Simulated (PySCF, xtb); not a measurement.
C4H4, SMILES C=C1C=C1.

GFN2-xTB (xtb 6.7.1) at its own geometry gives an orbital gap of 3.50 eV and a dipole moment of 1.53 D.

Coordinates come from a B3LYP-D3(BJ)/def2-SVP optimisation.

Problem. What does PySCF with r2SCAN/def2-TZVPD give? (An estimate is asked for; the answer gives what the named calculation found.)

Solution. gap 3.65 eV (levels -5.13 and -1.48 eV), dipole 2.15 D.
